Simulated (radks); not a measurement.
The numbers below are computed, except where a source is named.
Question: Species: W XXXVII. Configuration: [Kr] 4d2 (the NIST ground configuration). Level of theory: Dirac Kohn-Sham, LB94 model potential, spin-unpolarised, spherical densities, finite nucleus; open shells fill j = l - 1/2 first; Fermi nuclear charge, rms radius 5.3658 fm (a radial shooting solver on a logarithmic mesh with Libxc functionals). Some entries of the table are withheld. Estimate them.

orbital,occ.,eigenvalue (hartree),<r> (bohr),<r^2> (bohr^2)
1s1/2,2,-2614.698,0.01833,0.0004620
2s1/2,2,(1),0.07679,0.007031
2p1/2,2,-479.8389,(2),0.005013
2p3/2,4,-429.7141,(3),0.006208
3s1/2,2,-157.3660,(4),0.04512
3p1/2,2,-148.9808,0.1883,0.04127
3p3/2,4,-137.9301,0.2024,0.04742
3d3/2,4,-123.8894,0.1767,0.03653
3d5/2,6,-121.4635,0.1810,0.03820
4s1/2,2,-70.17068,0.4084,(5)
4p1/2,2,-66.61208,(6),0.1865
4p3/2,4,-63.24372,(7),0.2070
4d3/2,2,(8),0.4174,0.1994
4d5/2,0,(9),0.4237,0.2053

Answer: 
(1) 2s1/2 eigenvalue (hartree): -498.6747
(2) 2p1/2 <r> (bohr): 0.06348
(3) 2p3/2 <r> (bohr): 0.07143
(4) 3s1/2 <r> (bohr): 0.1985
(5) 4s1/2 <r^2> (bohr^2): 0.1877
(6) 4p1/2 <r> (bohr): 0.4057
(7) 4p3/2 <r> (bohr): 0.4278
(8) 4d3/2 eigenvalue (hartree): -57.46359
(9) 4d5/2 eigenvalue (hartree): -56.73957
